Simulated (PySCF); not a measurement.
Gallium: a sound run and one with changed settings

Sound run: Ga⁺ [Ar] 3d10 4s2, Ga²⁺ [Ar] 3d10 4s1. Calculation: PySCF 2.14, in Sapporo-DKH3-DZP-2012; scalar relativity by spin-free X2C-1e. In the sound run the correlated levels freeze [Ar] 3d10. The sound run starts from symmetry-adapted Hartree-Fock orbitals and uses a fine grid where one is needed.

Changed run: the non-relativistic Hamiltonian (point nucleus). This setting is unsound on purpose.

```tsv
species	method	sound run (hartree)	changed run (hartree)	converged
Ga⁺	UHF	-1941.92750	-1912.45277	yes
Ga⁺	TPSS	-1943.55500	-1914.09143	yes
Ga⁺	BP86	-1943.86799	-1914.40817	yes
Ga⁺	MP2	-1941.94953	-1912.47540	yes
Ga⁺	CCSD(T)	-1941.96045	-1912.48704	yes
Ga²⁺	UHF	-1941.23783	-1911.77923	yes
Ga²⁺	TPSS	-1942.80183	-1913.35810	yes
Ga²⁺	BP86	-1943.09907	-1913.65929	yes
```

Ionisation energy of Ga⁺:

```tsv
method	sound run (eV)	changed run (eV)
UHF	18.767	18.328
TPSS	20.495	19.955
BP86	20.924	20.378
MP2	19.367	18.944
SCS-MP2	19.486	19.067
CCSD	19.663	19.261
CCSD(T)	19.663	19.261
CCSDT	19.663	19.261
FCI	19.663	19.261
```

Most of the change in total energy is the relativistic energy itself. On top of that the contraction fixes the core shape for the Hamiltonian it was made with, so the changed run is not a good calculation with the other Hamiltonian either.

For comparison, NIST gives 20.515 eV between the lowest levels.
